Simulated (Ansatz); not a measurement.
F2Zn (SMILES [F][Zn][F]) moved off its minimum; all values from Ansatz (a program for electronic structure), cores frozen in correlated methods.
(charge 0, multiplicity 1)
```xyz
3

Zn    -0.03368     0.03555     0.13599
F      0.01540     0.01363     1.76366
F     -0.10187    -0.12683    -1.60196
```

Forces at PBE/def2-TZVPP (eV/Å):

```csv
atom,Fx,Fy,Fz
Zn1,-0.140,-0.213,-3.910
F2,0.126,0.081,3.811
F3,0.014,0.133,0.099
```

Problem. Give the forces (eV/Å), the total energy and the dipole at CCSD(T)/def2-TZVPPD.

Solution. 
```
atom      Fx      Fy      Fz
----  ------  ------  ------
Zn1   -0.141  -0.213  -3.942
F2     0.121   0.073   3.675
F3     0.020   0.140   0.266
```
Energy -1977.8176 hartree, dipole 0.66 D.
